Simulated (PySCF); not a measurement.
# Electron correlation in Tl⁶⁹⁺ (thallium, charge +69)

[Ne] 3s2, closed-shell 1S. All numbers are calculated (PySCF 2.14, scalar relativity by spin-free X2C-1e, in an uncontracted even-tempered set (17 s from 22 bohr⁻², ratio 2.5; 12 p from 29 bohr⁻², ratio 2.5; 4 d from 100 bohr⁻², ratio 2.7; 4 f from 150 bohr⁻², ratio 2.7)). Frozen: 1s2; 10 electrons correlated; the 20 highest virtual orbitals of each spin left out.

```
  level  correlation energy (mhartree)
   CCSD                        -497.92
    (T)                          -0.25
CCSD(T)                        -498.17
```

Diagnostics: T1 = 7.6e-05, D1 = 0.0002, largest double amplitude 0.026.

Question: Is a single reference adequate?

Answer: Yes, within this model without spin-orbit coupling: T1 lies below 0.03 and no double amplitude reaches 0.07.

At this charge the one-electron X2C treatment keeps the bare 1/r₁₂, with no two-electron picture change or Breit term. The effect here is smaller than on the frozen 1s shell; and a scalar Hamiltonian misses the large spin-orbit splitting of the p shells, which matters for ns² → np² pairs.
